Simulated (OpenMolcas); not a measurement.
3d⁴ along the 22-electron sequence

```yaml
Program: OpenMolcas 26.06
Method: SS-RASPT2, IPEA 0.25 Eh, imaginary shift 0.1 Eh
Basis: ANO-RCC-VQZP
Scalar_Hamiltonian: DKH2, point nucleus
Spin-orbit_coupling: state interaction with AMFI integrals over the reference wave functions, term energies averaged over their components
```

Active space for each ion: 10 electrons in 8 orbitals (RAS1 3p, at most 2 holes; RAS2 3d); closed shells correlated by CASPT2: 3s.

Computed levels in cm-1 above ⁵D₀:

```json
{"Level": "⁵D₁", "Fe4+": "151", "Co5+": "215", "Ni6+": "289", "Cu7+": "386"}
{"Level": "⁵D₂", "Fe4+": "443", "Co5+": "627", "Ni6+": "835", "Cu7+": "1107"}
{"Level": "⁵D₃", "Fe4+": "860", "Co5+": "1208", "Ni6+": "1596", "Cu7+": "2100"}
{"Level": "⁵D₄", "Fe4+": "1385", "Co5+": "1932", "Ni6+": "2530", "Cu7+": "3300"}
{"Level": "³P₀(1)", "Fe4+": "24690", "Co5+": "27830", "Ni6+": "30840", "Cu7+": "33660"}
{"Level": "³H₄", "Fe4+": "25180", "Co5+": "28710", "Ni6+": "32070", "Cu7+": "35410"}
{"Level": "³H₅", "Fe4+": "25510", "Co5+": "29190", "Ni6+": "32730", "Cu7+": "36310"}
{"Level": "³P₁(1)", "Fe4+": "25600", "Co5+": "29120", "Ni6+": "32560", "Cu7+": "35950"}
{"Level": "³H₆", "Fe4+": "25870", "Co5+": "29690", "Ni6+": "33410", "Cu7+": "37200"}
{"Level": "weight of ⁵D in the lowest level (%)", "Fe4+": "100", "Co5+": "100", "Ni6+": "99", "Cu7+": "99"}
```

Measured, with the error of the calculation in %. Measured levels: Fe4+ from Corliss and Sugar, J. Phys. Chem. Ref. Data 11, 135 (1982); Co5+ from Sugar and Corliss, J. Phys. Chem. Ref. Data 10, 1097 (1981); Ni6+ from Corliss and Sugar, J. Phys. Chem. Ref. Data 10, 197 (1981).

```json
{"Level": "⁵D₁", "Fe4+": "142 (+6.3)", "Co5+": "204 (+5.6)", "Ni6+": "279 (+3.4)"}
{"Level": "⁵D₂", "Fe4+": "417 (+6.1)", "Co5+": "589 (+6.5)", "Ni6+": "804 (+3.8)"}
{"Level": "⁵D₃", "Fe4+": "803 (+7.1)", "Co5+": "1125 (+7.4)", "Ni6+": "1520 (+5.0)"}
{"Level": "⁵D₄", "Fe4+": "1283 (+8.0)", "Co5+": "1782 (+8.4)", "Ni6+": "2392 (+5.9)"}
{"Level": "³P₀(1)", "Fe4+": "24055 (+2.6)", "Co5+": "27166 (+2.4)", "Ni6+": "30077 (+2.5)"}
{"Level": "³H₄", "Fe4+": "24932 (+1.0)", "Co5+": "28377 (+1.2)", "Ni6+": "31672 (+1.3)"}
{"Level": "³H₅", "Fe4+": "25226 (+1.1)", "Co5+": "28806 (+1.3)", "Ni6+": "32286 (+1.4)"}
{"Level": "³P₁(1)", "Fe4+": "24973 (+2.5)", "Co5+": "28462 (+2.3)", "Ni6+": "31836 (+2.3)"}
{"Level": "³H₆", "Fe4+": "25528 (+1.3)", "Co5+": "29234 (+1.6)", "Ni6+": "32877 (+1.6)"}
```

The fine-structure level ⁵D₄ changes by a factor of 2.38 from Fe4+ to Cu7+. Its fourth root runs 6.10, 6.63, 7.09, 7.58, with steps per unit of Z of 0.53, 0.46, 0.49; equal steps would mean a (Z - σ)^4 law with constant σ.

³P₀(1) changes by a factor of 1.36 over the same range, with steps per unit of Z of +3140, +3010, +2820 cm-1.

CASPT2 does not keep the components of a term degenerate, so their means are used; among the terms shown or strongly mixed into the levels shown the widest spread is 60 cm-1 (3d⁴ ³H, Co5+). Active for correlation alone: 3p; no level in the range computed is led by a configuration that opens it, so any true level of that kind is missing. Measured partners are found by configuration, term and J. A level has none where our copy of the source lacks it or the pairing is in doubt (some pairs that miss far off the trend of their configuration count as doubtful), and it then counts in no deviation. Only configurations of the active space appear.

A number in round brackets counts repeated terms of one configuration in the order of the reference energies.
